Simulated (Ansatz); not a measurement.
Cost and result for the atomization energy of Cl$_{2}$H$_{4}$O$_{2}$Si$_{2}$, SMILES `O[Si@@H](Cl)[Si@@H](O)Cl` (10 atoms, 9 bonds).

Cartesian coordinates in Å:
```
O 0.870 0.628 -1.863
Si 1.249 -0.206 -0.509
Cl 2.596 0.819 0.672
Si -0.696 -0.443 0.776
O -1.527 0.916 0.371
Cl -1.737 -2.133 0.214
H 0.221 1.330 -1.766
H 1.908 -1.455 -0.942
H -0.519 -0.556 2.245
H -2.364 1.100 0.802
```

Charge 0, multiplicity 1. Geometry: relaxed with PBE0-D4/def2-TZVP. It is one conformer, not always the lowest. Program: Ansatz. All runs use 2 threads of an AMD EPYC 7R13 on a shared host and a share of an NVIDIA H100 80 GB. Times are those of one run each, without the atoms' runs, and a repeat can differ threefold. Electronic energies, without spin–orbit coupling; frozen cores. CCSD(T)/CBS adds CCSD(T) − MP2 in def2-TZVPP to the MP2 limit, and its time is that of the two runs behind it. T1 = 0.011. B3LYP takes the VWN-RPA correlation (the form of Gaussian; ORCA's B3LYP/G).

CCSD(T)/CBS is a level of theory with its own doubt, some kJ/mol a heavy atom from the limit and from the frozen cores, so smaller differences don't rank the functionals.

```
                             level  functions  wall time
                PBE0-D4/def2-TZVPP        286      1.8 s
   PBE-D4/def2-TZVPP (with forces)        286      2.6 s
r2SCAN-D4/def2-TZVPP (with forces)        286      2.6 s
 B3LYP-D4/def2-TZVPP (with forces)        286      2.8 s
                ωB97X-V/def2-TZVPP        286        3 s
                    MP2/def2-QZVPP        514      3.5 s
                 B2PLYP/def2-TZVPP        286      3.9 s
  ωB97M-V/def2-TZVPP (with forces)        286      4.7 s
                CCSD(T)/def2-TZVPP        286      5.5 s
                 CCSD(T)/CBS(def2)          –      9.1 s
```

Q: What atomization energy does each give, and how far from CCSD(T)/CBS? (Estimate.)

A: The calculation gave: 
| level | atomization (kcal/mol) | difference from CCSD(T)/CBS | per bond |
| --- | --- | --- | --- |
| PBE0-D4/def2-TZVPP | 837.9 | -12.7 | -1.4 |
| PBE-D4/def2-TZVPP (with forces) | 853.3 | 2.7 | 0.3 |
| r2SCAN-D4/def2-TZVPP (with forces) | 849.3 | -1.3 | -0.2 |
| B3LYP-D4/def2-TZVPP (with forces) | 837.3 | -13.3 | -1.5 |
| ωB97X-V/def2-TZVPP | 850.8 | 0.2 | 0.0 |
| MP2/def2-QZVPP | 863.0 | 12.4 | 1.4 |
| B2PLYP/def2-TZVPP | 830.6 | -20.0 | -2.2 |
| ωB97M-V/def2-TZVPP (with forces) | 849.2 | -1.4 | -0.2 |
| CCSD(T)/def2-TZVPP | 820.2 | -30.4 | -3.4 |
| CCSD(T)/CBS(def2) | 850.6 | 0.0 | 0.0 |

In def2-TZVPP, CCSD(T) changes the Hartree–Fock value by +212.2 kcal/mol (the triples alone add +14.3 kcal/mol) and MP2 by +236.8 kcal/mol; breaking electron pairs costs correlation energy, which Hartree–Fock lacks. The D4 term adds +12.1 kcal/mol with B3LYP and +6.4 kcal/mol with PBE0; it sums over pairs of atoms, weighted by their polarisabilities, and B3LYP, whose exchange is more repulsive, gets the larger term. From PBE to PBE0 (25 % exact exchange), in def2-TZVPP and without D4, the atomization energy moves by −14.4 kcal/mol: exact exchange takes away binding that semilocal exchange gives to molecules.
